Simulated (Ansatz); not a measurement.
Species: BaCl, net charge 0, doublet state. 
Coordinates optimised at B3LYP-D3(BJ)/def2-TZVP (Ansatz, a quantum-chemistry and plane-wave program):
SMILES: [Cl][Ba]
```xyz
2

Ba     0.0000     0.0000    -0.6289
Cl     0.0000     0.0000     2.0715
```
Charge 0, spin multiplicity 2.

Parts of the frozen-core correlation energy in def2-SVP (Ansatz, hartree). Frozen orbitals: 9; correlated occupied orbitals by spin: 5 and 4; virtual: 34 and 35. UHF or UKS for open shells. No spin-orbit coupling. Past Kr the def2 sets carry scalar-relativistic core potentials.

```tsv
term	value
reference (HF)	-484.53452
MP2 opposite-spin	…
MP2 same-spin	…
CCSD correlation	…
(T)	-0.00267
CCSDT minus CCSD(T)	-0.00023
T1 diagnostic	0.012
largest doubles amplitude	0.036
<S^2> of the reference	0.751
```

Question: Complete the blanks.

Answer: 
- MP2 opposite-spin, value: -0.10262
- MP2 same-spin, value: -0.03850
- CCSD correlation, value: -0.15275
